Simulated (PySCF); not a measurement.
C6H10NO (doublet state).
Numbering: `[CH3:1][O:2][C@@H:3]1[CH2:4][CH2:5][CH2:6][C:7]=[N:8]1` (hydrogens: H9, H10, H11 on C1; H12 on C3; H13, H14 on C4; H15, H16 on C5; H17, H18 on C6)

Geometry (GFN2-xTB, Å), atoms numbered from 1 in this order:
```
atom  x, y, z in Å
C1     2.9311    0.0554   -0.4212
O2     1.7294   -0.5346   -0.8639
C3     0.6259   -0.2158   -0.0801
C4    -0.5864   -1.0034   -0.5949
C5    -1.8884   -0.4568   -0.0127
C6    -2.0816    1.0226   -0.4012
C7    -0.7752    1.6975   -0.2555
N8     0.3422    1.2190   -0.1304
H9     2.8372    1.1448   -0.3912
H10    3.6970   -0.2328   -1.1375
H11    3.2008   -0.3076    0.5779
H12    0.8303   -0.4424    0.9843
H13   -0.4585   -2.0547   -0.3344
H14   -0.5922   -0.9162   -1.6829
H15   -1.8591   -0.5391    1.0765
H16   -2.7325   -1.0449   -0.3777
H17   -2.3839    1.1168   -1.4473
H18   -2.8448    1.4986    0.2159
```

The hyperfine couplings belong to this conformer and change with its torsions.

Computed with UKS B3LYP, pcH-1 on C H N O, non-relativistic, mean-field spin-orbit, GIAO in PySCF. One conformer (not necessarily the lowest) at the GFN2-xTB geometry, without solvent, vibrations or thermal averaging. Couplings are sensitive to structure, and on GFN2-xTB geometries they can be far from those on DFT ones. Stability of the SCF solution: not tested.

Break the g tensor into its mass correction, gauge correction and orbital-Zeeman/spin–orbit terms.

| Δg (ppm) | 1 | 2 | 3 |
| --- | --- | --- | --- |
| relativistic mass correction | -194 | -194 | -194 |
| gauge correction | 9 | 35 | -80 |
| orbital Zeeman/spin–orbit | -2450 | 33 | 1654 |
| total | -2635 | -126 | 1381 |

So g = 1.99968, 2.00219, 2.00370 and g_iso = 2.00186; the tensor is rhombic: the two nearest values differ by 38 % of g3 − g1. Axes: g1 points within 4° of the C7–N8 bond.

What effective moment and Curie constant follow for a powder?

With the mean of g² = 4.0074 and S(S+1) = 0.75: μ_eff = √(⟨g²⟩S(S+1)) = 1.734 μB and χT = 0.12505·⟨g²⟩·S(S+1) = 0.376 cm³ K/mol (cgs; spin-Hamiltonian part alone).

What are the electron Larmor frequencies g μB B/h along the three axes at 1200 mT?

33.5857, 33.6278, 33.6531 GHz for g1, g2 and g3, a range of 67.4 MHz.

At 34.157 GHz, how far is the centre of the isotropic spectrum from where a free electron (g = 2.002319) resonates?

B = hν/(g μB) with μB/h = 13.99624 MHz/mT gives 1218.81 mT for the free electron and 1219.09 mT at g_iso, 0.28 mT higher.

In a frozen sample, at which fields do the three g values resonate at 9.5, 34, 94 and 263 GHz (hyperfine left aside), and which band first spreads them over more than twice a line width of 0.5 mT?

```
band    GHz  B(g3) mT  B(g2) mT  B(g1) mT  spread mT
   X    9.5    338.75    339.00    339.43       0.68
   Q   34.0   1212.37   1213.28   1214.80       2.43
   W   94.0   3351.84   3354.36   3358.57       6.73
   J  263.0   9378.03   9385.08   9396.86      18.83
```

The spread grows in proportion to the frequency. Q band is the first where it exceeds 1.0 mT.

The largest Mulliken spin populations are on C7 (+0.73), N8 (+0.11) and C3 (+0.08). No atom but C7 exceeds +0.15.

The HOMO–LUMO gaps are 4.98 eV among the α and 5.89 eV among the β orbitals.

Time: 2.2 min of wall time (grids of density and orbitals included); peak memory 0.98 GiB. Hardware: Intel Xeon at 2.70 GHz, one thread, shared host with 64 logical CPUs at a one-minute load of 54.
